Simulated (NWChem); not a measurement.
Molecule: C3H4N2O; SMILES C1N=COC=N1

```xyz
10

C      0.0000    -1.1526     0.6256
N      0.0000    -1.2319    -0.6263
C      0.0000     0.0000    -1.3865
N      0.0000     1.2319    -0.6263
C      0.0000     1.1526     0.6256
O      0.0000     0.0000     1.3653
H      0.0000    -2.0326     1.2793
H      0.8780     0.0000    -2.0567
H     -0.8780     0.0000    -2.0567
H      0.0000     2.0326     1.2793
```
Atoms are numbered in this order, from 1.

Computed with NWChem. Pople sets run with spherical d functions. Geometry: optimised at PBE0/def2-SVP. Vzz is the largest principal value of the second derivative of the potential at the nucleus (NWChem prints the opposite sign); η is the asymmetry. Non-relativistic.

```csv
level,Vzz N4 (a.u.),η N4,Vzz O6 (a.u.),η O6
CAM-B3LYP/def2-SVP,-0.884,0.13,1.470,0.48
Hartree-Fock/def2-SVP,-0.965,0.22,1.636,0.57
Hartree-Fock/6-31G*,?,0.19,?,0.59
```

Some entries are withheld; supply them.


- Hartree-Fock/6-31G*, Vzz N4 (a.u.): -0.922
- Hartree-Fock/6-31G*, Vzz O6 (a.u.): 1.593
